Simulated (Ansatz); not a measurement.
Reaction (redistribution): `O/C([SiH3])=C/[SiH3]` + `C[Si](C)(O)O` → `C[Si](O)(O)[SiH3]` + `C/C=C(\O)[SiH3]`

Isolated molecules relaxed with PBE0-D4/def2-TZVP in Ansatz; ΔE leaves out vibrations. CCSD(T)/CBS adds triple-zeta CCSD(T) − MP2 to the extrapolated MP2 energy (def2 sets, frozen cores). Double bonds are as drawn, so ΔE can hold a change between cis and trans. Functionals use def2-TZVPP. B3LYP here is the variant with VWN-RPA as its local correlation; programs differ in this. Each species was taken in one conformer, which may not be the lowest.

`O/C([SiH3])=C/[SiH3]`:

```xyz
13

O    -0.702    1.136    1.957
C    -0.319    0.508    0.814
Si   -1.076    1.332   -0.701
C     0.492   -0.558    0.789
Si    1.078   -1.491   -0.706
H    -0.301    0.694    2.716
H    -0.619    0.600   -1.908
H    -2.556    1.283   -0.607
H    -0.634    2.748   -0.769
H     0.855   -0.928    1.753
H    -0.042   -2.096   -1.477
H     1.957   -2.589   -0.223
H     1.866   -0.639   -1.638
```

`C[Si](C)(O)O`:

Z-matrix (Å, degrees):
```
C
Si 1 1.866
H 1 1.094 2 111.6
H 1 1.094 2 111.4 3 120.8
H 1 1.093 2 110.5 3 -119.6
C 2 1.853 1 111.8 3 60.7
O 2 1.654 1 109.0 3 -63.3
O 2 1.644 1 111.9 3 179.0
H 6 1.093 2 110.9 1 63.6
H 6 1.092 2 110.3 1 -176.7
H 6 1.093 2 111.2 1 -56.7
H 7 0.957 2 117.4 1 24.2
H 8 0.958 2 116.7 1 78.0
```

`C[Si](O)(O)[SiH3]`:

Z-matrix (Å, degrees):
```
C
Si 1 1.866
H 1 1.094 2 111.0
H 1 1.093 2 110.5 3 119.8
H 1 1.094 2 111.5 3 -120.5
O 2 1.643 1 112.3 3 -61.3
O 2 1.655 1 109.3 3 56.5
Si 2 2.347 1 111.8 3 -179.5
H 6 0.959 2 117.2 1 77.0
H 7 0.958 2 117.6 1 33.8
H 8 1.489 2 111.3 1 58.8
H 8 1.487 2 111.5 1 -179.6
H 8 1.492 2 109.5 1 -60.0
```

`C/C=C(\O)[SiH3]`:

Z-matrix (Å, degrees):
```
C
C 1 1.489
H 1 1.089 2 111.4
H 1 1.095 2 110.9 3 -120.7
H 1 1.094 2 110.9 3 121.0
C 2 1.336 1 125.4 3 3.3
H 2 1.085 1 117.7 3 -177.0
Si 6 1.868 2 121.1 1 178.9
O 6 1.375 2 119.3 1 0.8
H 8 1.483 6 109.5 2 7.1
H 8 1.489 6 110.8 2 -114.6
H 8 1.491 6 109.4 2 128.0
H 9 0.959 6 110.2 2 -171.1
```

Problem. Is it downhill or uphill in electronic energy at CCSD(T)/CBS, and by how much? (Best estimate.)

Solution. Computed: Uphill: ΔE = +58.4 kJ/mol.

Problem. What do these levels give: PBE-D4, B3LYP-D4, ωB97X-V, PBE, MP2/def2-TZVPP, CCSD(T)/def2-TZVPP? (An estimate is asked.)

Solution. The calculation gave: PBE-D4 44.7, B3LYP-D4 55.1, ωB97X-V 54.9, PBE 42.6, MP2/def2-TZVPP 65.9, CCSD(T)/def2-TZVPP 58.4 kJ/mol.

Largest T1 diagnostic among the species: 0.013.

The D4 term adds +3.4 kJ/mol with B3LYP and +1.7 kJ/mol with PBE0; it sums over pairs of atoms, weighted by their polarisabilities, and B3LYP, whose exchange is more repulsive, gets the larger term. From PBE to PBE0 (25 % exact exchange), in def2-TZVPP and without D4, ΔE moves by +4.5 kJ/mol.
